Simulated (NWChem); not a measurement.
Molecule: BNH₄O; SMILES OBN

```xyz
7

B     -0.4972    -0.0535     0.0000
H     -1.7071    -0.0715     0.0000
O      0.1342    -1.2641     0.0000
H      1.0944    -1.2036     0.0000
N      0.1698     1.1849     0.0000
H     -0.3387     2.0574     0.0000
H      1.1747     1.3041     0.0000
```
Atoms are numbered in this order, from 1.

Program: NWChem. Geometry: optimised at PBE0/def2-SVP.

Problem. Taking PBE/pcseg-2 as the yardstick, which of these has the fewest basis functions while keeping “highest occupied level (eV)” within 0.2 eV of it: PBE/STO-3G; PBE/aug-pcseg-1; PBE/pcseg-1; PBE/def2-SVP?

Solution. PBE/pcseg-1.
```
level            basis functions  highest occupied level (eV)
---------------  ---------------  ---------------------------
PBE/STO-3G                    19                        -3.02
PBE/pcseg-1                   62                        -6.36
PBE/def2-SVP                  62                        -6.14
PBE/aug-pcseg-1              105                        -6.56
PBE/pcseg-2                  146                        -6.53
```

The yardstick is one finite set, not the basis-set limit.
